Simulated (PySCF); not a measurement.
Steps of a relaxation of [Bi(SiH3)3]2+

[Bi(SiH3)3]2+ (singlet). PySCF 2.14.0, RKS r2SCAN, Bi def2-SVP with ECP60, Si def2-SVP, H def2-SVP; non-relativistic Hamiltonian with scalar-relativistic core potentials where named; density fitting; no spin-orbit coupling. Origin of the start: template. Columns: position (Å) and force (eV/Å). Energies are counted from the last step; some of the 15 steps are shown. Forces carry noise of the integration grid, about 0.01 to 0.03 eV/Å.

Run from Python with OMP_NUM_THREADS=2. Where DIIS fails, smearing, a level shift and second-order steps follow.
It took 98 s on 2 threads of Arm Neoverse V2, on a shared host, from the converged density of the start.

```xyz
13
step 0  E = 2.080 eV
Bi    0.0000    0.0000    0.2992    -0.01    0.00   -2.07
Si    2.6122    0.0000   -0.6520     2.43    0.00    0.49
H     3.4222   -1.1857   -0.2184    -0.70   -0.16    0.27
H     2.7195    0.0000   -2.1481    -1.08    0.00   -0.33
H     3.4222    1.1858   -0.2184    -0.70    0.16    0.27
Si   -1.3061    2.2622   -0.6520    -1.22    2.13    0.46
H    -0.6842    3.5566   -0.2184     0.49   -0.53    0.27
H    -1.3598    2.3552   -2.1481     0.55   -0.94   -0.33
H    -2.7380    2.3708   -0.2184     0.22   -0.68    0.27
Si   -1.3061   -2.2622   -0.6520    -1.22   -2.13    0.46
H    -2.7380   -2.3708   -0.2184     0.22    0.68    0.27
H    -1.3598   -2.3552   -2.1481     0.55    0.94   -0.33
H    -0.6842   -3.5566   -0.2184     0.49    0.53    0.27
```

```xyz
13
step 5  E = 0.021 eV
Bi    0.0000    0.0000   -0.2841     0.01    0.00   -0.08
Si    2.7473    0.0000   -0.6897    -0.10    0.00    0.17
H     3.1938   -1.2818   -0.0981     0.00    0.00   -0.01
H     2.4939    0.0000   -2.1563     0.03    0.00   -0.12
H     3.1937    1.2818   -0.0981     0.00    0.00   -0.01
Si   -1.3737    2.3792   -0.6897     0.05   -0.12    0.17
H    -0.4868    3.4068   -0.0981     0.00    0.00   -0.01
H    -1.2470    2.1598   -2.1563    -0.01    0.02   -0.12
H    -2.7070    2.1249   -0.0981    -0.01    0.00   -0.01
Si   -1.3736   -2.3792   -0.6897     0.05    0.12    0.17
H    -2.7069   -2.1250   -0.0981    -0.01    0.00   -0.01
H    -1.2470   -2.1598   -2.1563    -0.01   -0.02   -0.12
H    -0.4868   -3.4068   -0.0981     0.00    0.00   -0.01
```

```xyz
13
step 9  E = 0.006 eV
Bi    0.0000    0.0000   -0.4081     0.00    0.00    0.05
Si    2.7346    0.0000   -0.6856     0.12    0.00    0.00
H     3.1591   -1.2820   -0.0696    -0.04    0.04   -0.01
H     2.6124    0.0000   -2.1761     0.01    0.00    0.02
H     3.1591    1.2821   -0.0696    -0.04   -0.04   -0.01
Si   -1.3673    2.3682   -0.6856    -0.06    0.09   -0.02
H    -0.4693    3.3769   -0.0697    -0.02   -0.06   -0.01
H    -1.3062    2.2624   -2.1761    -0.01    0.01    0.02
H    -2.6898    2.0949   -0.0697     0.06   -0.02   -0.01
Si   -1.3673   -2.3683   -0.6856    -0.06   -0.09   -0.02
H    -2.6898   -2.0949   -0.0697     0.06    0.02   -0.01
H    -1.3062   -2.2624   -2.1761    -0.01   -0.01    0.02
H    -0.4693   -3.3769   -0.0697    -0.02    0.06   -0.01
```

**Question.** Where does the relaxation end?

**Answer.** It converges at step 14 in C3v:
```xyz
13
step 14  E = 0
Bi    0.0000    0.0000   -0.5380
Si    2.7652    0.0000   -0.6987
H     3.1147   -1.2773   -0.0345
H     2.7819    0.0000   -2.1901
H     3.1147    1.2774   -0.0345
Si   -1.3826    2.3947   -0.6987
H    -0.4511    3.3361   -0.0345
H    -1.3909    2.4092   -2.1901
H    -2.6636    2.0587   -0.0345
Si   -1.3826   -2.3948   -0.6987
H    -2.6635   -2.0587   -0.0345
H    -1.3909   -2.4092   -2.1901
H    -0.4511   -3.3361   -0.0345
```

**Question.** How did the contacts change?

**Answer.** 
| contact | start (Å) | end (Å) |
| --- | --- | --- |
| Bi1–Si2 (SiH3) | 2.780 | 2.770 |
| Bi1–Si6 (SiH3) | 2.780 | 2.770 |
| Bi1–Si10 (SiH3) | 2.780 | 2.770 |


No frequency check is given that shows the relaxed geometry to be a minimum.
